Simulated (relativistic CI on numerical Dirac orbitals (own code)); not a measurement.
## Cu²⁺: resonant inelastic scattering at the M2,3 edge

Computed with this model: Dirac-Coulomb-Breit CI, orbitals from a KLI potential per configuration, a model potential for QED, valence Slater integrals scaled by 0.8, Kramers-Heisenberg scattering through one core-hole configuration in a parametric crystal field; configurations [Ar] 3d9 → [Ne] 3s2 3p5 3d10; 300 K; core-hole width 0.8 eV; summed over polarisations. Incident energies are the highest absorption maxima for each field (at most a few, so the weaker spin-orbit partner edge can be absent), on the computed scale of the free ion. Intensities are in per cent of the strongest line above 0.02 eV; levels within 1 cm⁻¹ are merged; final levels count from the ground level, the first row holds all elastic scattering, lines under 0.4 are left out and each table stops after 24 rows. The scale of the Slater integrals is a model choice and moves the terms in proportion.

Field parameters in Wybourne normalisation: Td as Oh with Dq negative (B⁴₀ = 21Dq, B⁴₄ = √(5/14) B⁴₀). The field is a parameter set, without covalency.

S is read from ⟨S²⟩ = S(S + 1).

Td, 10Dq = -1450 cm⁻¹:

```tsv
Final level (eV)	Degeneracy	Irrep	S	75.9 eV
0.000	2	Γ7	0.50	69.6
0.076	4	Γ8	0.50	100.0
0.350	4	Γ8	0.50	31.9
```

Td, 10Dq = -3250 cm⁻¹:

```csv
Final level (eV),Degeneracy,Irrep,S,76 eV
0.000,2,Γ7,0.50,70.3
0.111,4,Γ8,0.50,100.0
0.539,4,Γ8,0.50,57.7
```

Td, 10Dq = -5050 cm⁻¹:

```
Final level (eV)  Degeneracy  Irrep     S  76.1 eV
           0.000           2     Γ7  0.50     77.0
           0.124           4     Γ8  0.50    100.0
           0.749           4     Γ8  0.50     76.4
```

For the first field the strongest loss at the lowest incident energy is the level at 0.08 eV (S = 0.50, against 0.50 in the thermal ground state).
